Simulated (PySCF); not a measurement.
# How methods differ on the excitation energy of C

C [He] 2s2 2p2 (3P) → C [He] 2s2 2p1 3s1 (3P), as a difference of total energies. Computed with PySCF 2.14 in aug-cc-pVDZ-DK (4s3p2d, 23 functions), with scalar relativity by spin-free X2C-1e. Correlated levels: valence: 1s2 frozen. The calculations carry no spin-orbit coupling.

| method | excitation energy (eV) |
| --- | --- |
| UHF | 7.701 |
| LDA | 8.113 |
| PBE | 7.979 |
| PBE0 | 8.009 |
| B3LYP | 8.032 |
| M06 | 8.028 |
| r2SCAN0 | 8.211 |
| MP2 (valence) | 7.841 |
| SCS-MP2 (valence) | 7.760 |

Estimate what r2SCAN gives.

8.273 eV, closest to r2SCAN0 among the rows shown.

Estimate what wB97X-V gives.

8.099 eV, closest to LDA among the rows shown.

Errors of the correlated levels include the incompleteness of this basis and the frozen core.

The promoted electron is Rydberg-like, and one or two diffuse shells describe it only roughly, which tends to raise the upper state.

For comparison: 7.482 eV (measured; NIST levels, between the centres of gravity of the two terms).
